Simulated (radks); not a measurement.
The numbers below are computed, except where a source is named.
Task: The table gives one normalised radial function P(r) = r R(r) of Ga12+ in [Ar] 3d1 (r in bohr). Level of theory: scalar-relativistic Kohn-Sham, BLYP, spin-polarised, spherical densities, point nucleus; open shells are filled with parallel spins first (a radial shooting solver on a logarithmic mesh with Libxc functionals).

| r | P |
|---|---|
| 0.002346 | 0.0000 |
| 0.003006 | 0.0000 |
| 0.003852 | 0.0000 |
| 0.004936 | 0.0001 |
| 0.006326 | 0.0001 |
| 0.008106 | 0.0003 |
| 0.01031 | 0.0006 |
| 0.01321 | 0.0011 |
| 0.01692 | 0.0022 |
| 0.02169 | 0.0045 |
| 0.02779 | 0.0088 |
| 0.03561 | 0.0171 |
| 0.04563 | 0.0325 |
| 0.05801 | 0.0593 |
| 0.07434 | 0.1071 |
| 0.09526 | 0.1866 |
| 0.1221 | 0.3108 |
| 0.1564 | 0.4906 |
| 0.2005 | 0.7254 |
| 0.2569 | 0.9912 |
| 0.3266 | 1.2254 |
| 0.4185 | 1.3651 |
| 0.5363 | 1.3230 |
| 0.6872 | 1.0796 |
| 0.8806 | 0.7130 |
| 1.128 | 0.3616 |
| 1.446 | 0.1320 |
| 1.838 | 0.0331 |
| 2.356 | 0.0045 |
| 3.019 | 0.0003 |
| 3.869 | 0.0000 |

Which n and l does it have? It may be an empty orbital.

Result: n = 3, l = 2: the number of nodes gives n - l - 1 = 0, the rise at small r (about r^(l+1)) gives l, and the extent must fit the shell. The curve is that of 3d up; the table hardly tells the two spins apart. 3d up: eigenvalue -337.55 eV, 0 radial nodes, <r> = 0.553 bohr, 90 % of the charge inside 0.864 bohr.
